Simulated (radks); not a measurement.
Results of a calculation; reference values are marked as such.
Task: Radial electron density D(r) = 4 pi r^2 rho(r) of an atom or ion with 46.7 electrons. Level of theory: scalar-relativistic Kohn-Sham, PBE, spin-polarised, spherical densities, point nucleus (a radial shooting solver on a logarithmic mesh with Libxc functionals).

```
   r/bohr * D(r) (the largest magnitude, 78, reaches the edge; | marks zero)
  0.00365 |       *
 0.004082 |         *
 0.004603 |           *
 0.005148 |             *
 0.005759 |               *
 0.006441 |                 *
 0.007204 |                    *
 0.008123 |                       *
 0.009086 |                          *
  0.01016 |                             *
  0.01137 |                                *
  0.01271 |                                   *
  0.01433 |                                      *
  0.01603 |                                        *
  0.01793 |                                          *
  0.02006 |                                          *
  0.02244 |                                          *
   0.0253 |                                          *
   0.0283 |                                        *
  0.03165 |                                       *
   0.0354 |                                     *
  0.03959 |                                     *
  0.04464 |                                     *
  0.04993 |                                      *
  0.05585 |                                        *
  0.06247 |                                            *
  0.06987 |                                                *
  0.07878 |                                                    *
  0.08812 |                                                      *
  0.09856 |                                                      *
   0.1102 |                                                    *
   0.1243 |                                                *
    0.139 |                                           *
   0.1555 |                                       *
   0.1739 |                                    *
   0.1945 |                                     *
   0.2194 |                                       *
   0.2454 |                                          *
   0.2744 |                                            *
    0.307 |                                           *
   0.3433 |                                      *
   0.3871 |                               *
    0.433 |                        *
   0.4843 |                 *
   0.5417 |             *
   0.6059 |            *
   0.6831 |            *
   0.7641 |             *
   0.8546 |             *
   0.9559 |             *
    1.069 |           *
    1.206 |        *
    1.348 |      *
    1.508 |    *
    1.687 |   *
    1.887 | *
    2.127 | *
     2.38 |*
    2.662 |*
    2.977 *
     3.33 *
    3.754 *
    4.199 *
    4.697 *
    5.254 *
    5.876 *
    6.626 *
    7.411 *
```

What is the nuclear charge?

Result: Z = 48. The innermost maximum, from 1s, lies near gamma/Z bohr with gamma = sqrt(1 - (Z/c)^2) = 0.937, here 0.0195 bohr (found: 0.0214), and its height grows with Z. The density is that of the cadmium ion Cd1.3+ in [Kr] 4d(up 5, down 4.7) 5s1; the configuration itself is not fixed sharply by these data, and Z only to a few units. D(r) has 4 maxima, at r = 0.0214, 0.0939, 0.281, 0.841 bohr, and minima at 0.0422, 0.182, 0.621 bohr, inside which lie 2.01, 11.14, 29.03 electrons.
